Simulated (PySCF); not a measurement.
Vibration and rotation of SrIn

ROHF-CCSD(T) constants of SrIn, ²Π (doublet), unpaired electrons π ↑ (Sr def2-SVP with ECP28, In def2-SVP with ECP28; scalar-relativistic core potentials (PySCF 2.14); masses 87.9056 and 114.9039 u):

* ωe: 86.9 cm⁻¹
* ωexe: 0.565 cm⁻¹
* Be: 0.027603 cm⁻¹
* αe: 0.000170 cm⁻¹
* De to Sr + In: 0.374 eV

Question: What force constant and bond length do these constants imply?

Answer: Reduced mass μred = 49.804 u; k = 5.8918×10⁻⁷·μred·ωe² (u, cm⁻¹, mdyn/Å) = 0.222 mdyn/Å; Re = √(16.8576/(μred·Be)) (u, cm⁻¹, Å) = 3.502 Å.

Question: Estimate the centrifugal constant D from the Kratzer relation and find the Dunham coefficient a1.

Answer: D = 4Be³/ωe² = 1.11e-08 cm⁻¹; a1 = −1 − αeωe/(6Be²) = -4.23.

Correlated steps freeze 4 core orbitals. The bond is weak. Basis-set superposition, not corrected here, can be much of De in a small basis, most of all at correlated wavefunction levels. These are scalar-relativistic numbers at best; spin–orbit coupling would shift them, the dissociation energy most. The state was picked by a PBE0 search and need not be the measured ground state.
